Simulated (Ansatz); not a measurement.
Ansatz (an electronic-structure program) input (RPA@PBE/def2-TZVPP):

Ansatz 0.2 input:
```yaml
crystal:
  periodic: [false, false, false]
  atoms:
    - {symbol: Rh, position_ang: [0.35507883, -0.22253564, 0.37414544]}
    - {symbol: B, position_ang: [-0.82695769, 0.17328884, 1.58442982]}
    - {symbol: B, position_ang: [-0.53665604, 0.43992643, -1.30290341]}
    - {symbol: O, position_ang: [-1.14505985, 0.86850343, -2.28052212]}
basis:
  gaussian:
    orbitals: def2-TZVPP
hamiltonian:
  xc: pbe
total_charge: -1
magnetization: {spin_polarized: false}
correlation: {method: rpa, electrons: outside_noble_gas}
```

Output:

```
Functional definition: PBE
integrals: 0.15 GiB planned
1006 factors; integrals over basis functions are off by at most 1.1e-3 eV
mean field: 0.67 GiB planned
mean field evaluation 1: about -6401.5948 eV, gradient 5.6e1 eV
mean field evaluation 2: about -6401.5899 eV, gradient 5.6e1 eV
mean field evaluation 4: about -6404.7487 eV, gradient 3.8e1 eV
mean field evaluation 8: about -6408.0352 eV, gradient 3.3e0 eV
mean field evaluation 16: about -6408.0553 eV, gradient 2.9e-3 eV
mean field evaluation 32: about -6408.0553 eV, gradient 2.4e-6 eV
mean field -6408.05527494 eV, -235.4916878180 hartree, gradient 1.6e-6 eV, S^2 0.000000; 1 other end points of the search recorded, 0 dependent functions left out
7 core orbitals not correlated
reference -6365.56014126 eV, -233.9300204597 hartree; 11, 11 occupied and 131, 131 virtual orbitals, 1006 factors
Total energy: -6398.36962921 eV, -235.1357469027 hartree
```
